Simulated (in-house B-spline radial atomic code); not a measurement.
RPA and G0W0 for Rh⁴⁺, [Kr] 4d5, highest spin, as one setting changes: the highest l of the empty states. Start: r2SCAN. A dash marks a level of low quasi-particle weight. Computed with a B-spline radial code for spherical atoms: all electrons, scalar-relativistic (spin-free one-electron X2C), finite nucleus, each spin shell either full or empty, empty states to the listed l with an (l + 1/2)⁻⁴ tail; G0W0 by contour deformation at full frequency.

```csv
highest l of the empty states,RPA summed (Eh),RPA extrapolated (Eh),G0W0 level (eV)
4,-2.6516,-3.099,4d up -64.35
5,-2.8491,-3.1241,4d up -64.51
6,?,?,?
7,?,?,?
8,-3.0231,-3.0888,4d up -64.50
9,-3.0395,-3.0838,4d up -64.50
10,-3.0498,-3.081,4d up -64.49
11,-3.0566,-3.0793,4d up -64.49
```

Q: What belongs in the row for 6?

A: RPA summed (Eh): -2.9449; RPA extrapolated (Eh): -3.1095; G0W0 level (eV): 4d up -64.51.

Q: What belongs in the row for 7?

A: RPA summed (Eh): -2.9955; RPA extrapolated (Eh): -3.0987; G0W0 level (eV): 4d up -64.52.
